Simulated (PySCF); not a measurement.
C5H3F3N2O2.
Structure used (GFN2-xTB), in Å, numbered top down from 1:
```
atom  x, y, z in Å
C1    -2.9455   -0.1964    0.0156
C2    -1.7483   -0.2925    0.9026
O3    -1.7567   -0.5330    2.0791
C4    -0.4668   -0.0526    0.1744
N5    -0.3287    0.2155   -1.0920
N6     0.9715    0.3575   -1.3323
C7     1.5787    0.1705   -0.2022
C8     3.0544    0.2236    0.0555
F9     3.3546    1.1625    0.9594
F10    3.5045   -0.9410    0.5349
F11    3.7367    0.4954   -1.0504
O12    0.7282   -0.0935    0.7947
H13   -2.9825    0.7909   -0.4392
H14   -3.8475   -0.3821    0.5912
H15   -2.8571   -0.9167   -0.7944
```

Computed at PBE0/pcSseg-1 (PySCF, non-relativistic), with Q(17O) = −0.0256 b, Q(14N) = 0.02044 b: O3, 17O (I = 5/2): χzz = 12.47 MHz, η = 0.528; N5, 14N (I = 1): χzz = -5.517 MHz, η = 0.064; N6, 14N (I = 1): χzz = -5.601 MHz, η = 0.069; O12, 17O (I = 5/2): χzz = -8.172 MHz, η = 0.111.

Q: Find the zero-field quadrupole resonance frequencies of 17O at O3.

A: From the eigenvalues of H = χ/[4I(2I − 1)] × [3Iz² − I(I + 1) + η(Ix² − Iy²)], steps between neighbouring levels, labelled as for η = 0: ±1/2↔±3/2 2.369 MHz, ±3/2↔±5/2 3.567 MHz (ketone oxygen).

Q: Where would the pure quadrupole (NQR) lines of 14N at N5 fall for the rigid, isolated species?

A: From ν± = (3/4)|χ|(1 ± η/3) and ν0 = |χ|η/2: ν+ 4.226 MHz, ν− 4.049 MHz, ν0 0.176 MHz (pyridine-type nitrogen).

Q: Find the zero-field quadrupole resonance frequencies of 14N at N6.

A: From ν± = (3/4)|χ|(1 ± η/3) and ν0 = |χ|η/2: ν+ 4.297 MHz, ν− 4.104 MHz, ν0 0.193 MHz (pyridine-type nitrogen).

Q: Find the zero-field quadrupole resonance frequencies of 17O at O12.

A: From the eigenvalues of H = χ/[4I(2I − 1)] × [3Iz² − I(I + 1) + η(Ix² − Iy²)], steps between neighbouring levels, labelled as for η = 0: ±1/2↔±3/2 1.242 MHz, ±3/2↔±5/2 2.446 MHz (furan-type oxygen).

In a crystal, neighbours and librations shift these lines. GFN2-xTB bond lengths can be off by several hundredths of an ångström, more for odd bonds, and the gradients follow them. With a basis this small, the couplings can be 20 % off.

These values come from a run that also computed NMR shieldings. Time: 33 s; peak memory 0.94 GiB. Hardware: one thread, Arm Neoverse V2 (aarch64), shared host with 96 logical CPUs at a one-minute load of 23.

One conformer stands for the species.
